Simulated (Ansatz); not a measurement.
Relaxation of GeH4O (6 atoms, charge 0, multiplicity 1), to a largest force component of 0.03 eV/Å in at most 50 steps.

These are results of RKS PBE-D4/def2-SVP (Ansatz), not measurements.

```xyz
6
Properties=species:S:1:pos:R:3:forces:R:3
Ge -0.079 0.092 -0.934 0.19 0.04 0.51
O 1.236 0.198 1.701 0.03 -0.21 -1.00
H 0.740 -0.599 1.976 0.00 -0.01 0.01
H 1.853 -0.164 1.014 -0.22 0.18 0.49
H -1.182 1.219 -0.623 0.00 0.00 0.00
H -0.995 -1.027 -0.207 0.00 0.00 0.00
```

**Question.** Where does it end, and by what steps?

**Answer.** It converged. The force dipped under the threshold on the way, but the program's further checks kept it going. After 14 steps the energy has fallen by 0.411 eV; H3 moved furthest, 0.60 Å.

```json
{"step": "0", "energy less start (eV)": "0.0000", "largest force component (eV/Å)": "1.003", "accepted": "yes"}
{"step": "1", "energy less start (eV)": "-0.1554", "largest force component (eV/Å)": "1.503", "accepted": "yes"}
{"step": "2", "energy less start (eV)": "-0.2771", "largest force component (eV/Å)": "1.459", "accepted": "yes"}
{"step": "3", "energy less start (eV)": "-0.3807", "largest force component (eV/Å)": "0.515", "accepted": "yes"}
{"step": "4", "energy less start (eV)": "-0.3982", "largest force component (eV/Å)": "0.138", "accepted": "yes"}
{"step": "5", "energy less start (eV)": "-0.4033", "largest force component (eV/Å)": "0.229", "accepted": "yes"}
{"step": "6", "energy less start (eV)": "-0.4082", "largest force component (eV/Å)": "0.069", "accepted": "yes"}
{"step": "7", "energy less start (eV)": "-0.4102", "largest force component (eV/Å)": "0.013", "accepted": "yes"}
{"step": "8", "energy less start (eV)": "-0.3978", "largest force component (eV/Å)": "0.782", "accepted": "no"}
{"step": "9", "energy less start (eV)": "-0.4105", "largest force component (eV/Å)": "0.021", "accepted": "yes"}
{"step": "10", "energy less start (eV)": "-0.4095", "largest force component (eV/Å)": "0.306", "accepted": "no"}
{"step": "11", "energy less start (eV)": "-0.4108", "largest force component (eV/Å)": "0.091", "accepted": "yes"}
{"step": "12", "energy less start (eV)": "-0.4109", "largest force component (eV/Å)": "0.088", "accepted": "yes"}
{"step": "13", "energy less start (eV)": "-0.4112", "largest force component (eV/Å)": "0.061", "accepted": "yes"}
{"step": "14", "energy less start (eV)": "-0.4113", "largest force component (eV/Å)": "0.028", "accepted": "yes"}
```

```xyz
6
Properties=species:S:1:pos:R:3
Ge 0.028 0.138 -0.820
O 1.103 0.233 1.160
H 0.434 -0.116 1.783
H 1.793 -0.459 1.128
H -1.070 1.096 -0.126
H -0.714 -1.173 -0.199
```

Whether the end is a true minimum wasn't checked by a vibrational analysis.

Time of the run: 17 s on 1 thread of Arm Neoverse V2, on a shared host, peak memory 0.11 GiB.
